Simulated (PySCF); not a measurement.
Stepwise substitution at one centre (Al Br-SiH3). All species are isolated molecules in the gas phase. Strings in code marks are SMILES.

The HOMO from two functionals at the same geometries (B3LYP-D3(BJ)/def2-TZVP), both in PySCF: PBE-D3(BJ)/def2-TZVP and M06-2X/def2-TZVP. 

```
species                                                PBE-D3(BJ)/def2-TZVP (eV)  M06-2X/def2-TZVP (eV)
-----------------------------------------------------  -------------------------  ---------------------
0 of 3 Br replaced by SiH3 (`[Br][Al]([Br])[Br]`)                          -7.36                  -9.85
1 of 3 Br replaced by SiH3 (`[SiH3][Al]([Br])[Br]`)                        -7.00                  -9.10
2 of 3 Br replaced by SiH3 (`[SiH3][Al]([SiH3])[Br]`)                      -6.26                  -8.19
3 of 3 Br replaced by SiH3                                                 -6.30                  -8.17
```

Over these rows, drawn at random from the members with no instability flagged (it was tested for open shells, ions and some series alone), PBE minus M06-2X: mean +2.10 eV, from +1.87 eV to +2.49 eV.
